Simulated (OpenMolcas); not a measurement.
# Te4+: effect of the active space

```
Program             : OpenMolcas
Method              : CASSCF or its RAS form
Basis               : ANO-RCC
Scalar Hamiltonian  : DKH2, point nucleus
Spin-orbit coupling : state interaction with AMFI integrals over the reference wave functions, term energies averaged over their components
```

A. 2 electrons in 8 orbitals (5s 5p 6s 6p); 2S+1 = 3 even, 3 roots; 2S+1 = 1 even, 7 roots; 2S+1 = 3 odd, 3 roots; 2S+1 = 1 odd, 3 roots; cost about 60 core-seconds
B. 2 electrons in 9 orbitals (RAS2 5s 5p; RAS3 5d, at most 2 electrons); 2S+1 = 3 even, 3 roots; 2S+1 = 1 even, 7 roots; 2S+1 = 3 odd, 3 roots; 2S+1 = 1 odd, 3 roots; cost roughly 40 core-seconds

Energies in cm-1 above 5s2 1S0, the measured ground level; measured values from Moore, Atomic Energy Levels, vol. III, NSRDS-NBS 35 (1971 reprint of NBS Circular 467, 1958).

```csv
Level,A,B,Measured
5s2 1S0,0.0,0.0,0.0
5s 5p 3P* 0,71188,69537,
5s 5p 3P* 1,73967,72252,
5s 5p 3P* 2,80652,78972,
5s 5p 1P* 1,120366,113198,111707
5p2 3P0,175162,173094,176248
5p2 3P1,179777,177903,182419
5p2 3P2,184114,185637,
5p2 1D2,196483,175499,182797
```

Deviations, from unrounded energies. A percentage is the sum of absolute deviations over the sum of measured energies, with the sign that they share, or ± where signs differ.

| Against measurement | Levels | A | B |
| --- | --- | --- | --- |
| mean absolute deviation (cm-1) | 4 | 6500 | 4100 |
| other configurations (%) | 4 | ±4.0 | ±2.5 |

B lies closest to measurement on these levels. The largest miss of B in the table is 5p2 1D2, by -7300 cm-1. The ranking rests on the paired levels alone, and a cruder setting can come out closer through cancelling errors.

Between A and B the level of the table that moves most is 5p2 1D2, by 21000 cm-1 (lowest in B, highest in A).

Active for correlation alone: 6p 6s; no level in the range computed is led by a configuration that fills them, so any true level of that kind is missing (holds for A). The ¹D term of p² mixes with s d, which this space lacks (holds for A). Active for correlation alone: 5d; no level in the range computed is led by a configuration that fills it, so any true level of that kind is missing (holds for B). Some terms mix strongly with configurations of 5d, whose occupation reaches 0.24 (5p2 1D) (holds for B). Measured partners are found by configuration, term and J. A level has none where our copy of the source lacks it or the pairing is in doubt (some pairs that miss far off the trend of their configuration count as doubtful), and it then counts in no deviation. Levels of configurations outside the active space are missing. The table leaves out levels that lie high or whose names do not pair safely across all columns.

* marks odd parity.
